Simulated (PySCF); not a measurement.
Zn(SH) (HSZn), SMILES [SH][Zn] (connectivity only; charge and spin as stated), neutral, multiplicity 2.

Coordinates come from a B3LYP-D3(BJ)/def2-TZVP optimisation. The spin state was assumed, not searched. The isomer is the one that the SMILES or the coordinates give; other isomers of the formula were not compared.

Two levels are set side by side: PBE/def2-TZVPD (PySCF) and M06-2X/def2-TZVPD (PySCF). Same geometry, gas phase. Differences are taken from unrounded values.

| quantity | M06-2X |
|---|---|
| α-spin orbital gap (eV) | 6.33 |
| β-spin orbital gap (eV) | 4.53 |
| dipole moment (D) | 2.04 |
| mean polarisability (bohr³) | 61.8 |

Problem. What does PBE give, and how far is it from M06-2X? (Estimate from the structure and the level; the computed values follow.)

Solution. 
| quantity | PBE | PBE minus M06-2X |
|---|---|---|
| α-spin orbital gap (eV) | 3.38 | -2.95 |
| β-spin orbital gap (eV) | 1.85 | -2.68 |
| dipole moment (D) | 1.75 | -0.28 |
| mean polarisability (bohr³) | 62.4 | 0.6 |

Rough cost on one machine, each run with all the roots and properties that it gave: M06-2X against PBE within a factor of 2.
